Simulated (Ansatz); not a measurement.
Basis-set extrapolation for H10Si4 (`[SiH3][SiH]([SiH3])[SiH3]`) (PBE0-D4/def2-TZVP geometry, frozen core, Ansatz 0.2.0). Multiplicity 1, RHF reference.

|  | def2-TZVPP | def2-QZVPP |
| --- | --- | --- |
| HF | -1161.582740 | -1161.618356 |
| MP2 correlation | -0.514776 | -0.551757 |
| CCSD(T) correlation | -0.624418 | not run |

Energies in hartree. Use E(X) = E(∞) + A·exp(−7.88·√X) for Hartree–Fock and E(X) = E(∞) + B·X^(−2.97) for correlation, with X = 3 and 4, and add CCSD(T) minus MP2 of the smaller set to the MP2 limit.

Problem. What is the CCSD(T) energy at the basis-set limit?

Solution. HF limit: -1161.618356 + (-0.035616) × 0.13774 = -1161.62326. MP2 limit: -0.551757 + (-0.036981) × 0.74074 = -0.57915. Higher-order term: -0.624418 − (-0.514776) = -0.10964. Total: -1162.31205 hartree, 275.4 kJ/mol below CCSD(T)/def2-TZVPP.
